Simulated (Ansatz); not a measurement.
A series at Ti: from `[F][Ti]([F])([F])[Cl]`, ligands are replaced one by one, each step taking up HCl and setting free H–F; n counts the steps. Ansatz, PBE0-D4/def2-TZVP geometries.

```tsv
n	molecule	zero-point energy, PBE0-D4/def2-TZVP (kJ/mol)
0	`[F][Ti]([F])([F])[Cl]`	22.8
1	`[F][Ti]([F])([Cl])[Cl]`	20.3
2	`[F][Ti]([Cl])([Cl])[Cl]`	?
3	`[Cl][Ti]([Cl])([Cl])[Cl]`	15.3
```

Task: By hand: fit a straight line y = ȳ + b (n − n̄) to the 3 given rows and predict n = 2.

Result: n̄ = 1.333, ȳ = 19.47; Σ(n − n̄)(y − ȳ) = -11.67, Σ(n − n̄)² = 4.667, so b = -2.50 kJ/mol a step. Prediction: 19.47 + (-2.50) × (0.667) = 17.8 kJ/mol.

Task: By hand: compare with the computed value, 17.8 kJ/mol, and give the steps along the whole series.

Result: The line misses by 0.0 kJ/mol (computed minus predicted). Steps: -2.5, -2.5, -2.5 kJ/mol.

The steps differ by at most 0.0 kJ/mol, 0.0 % of a mean step, so the ligands' effects nearly add and a line is close. The miss is 0.0 % of the series' range.
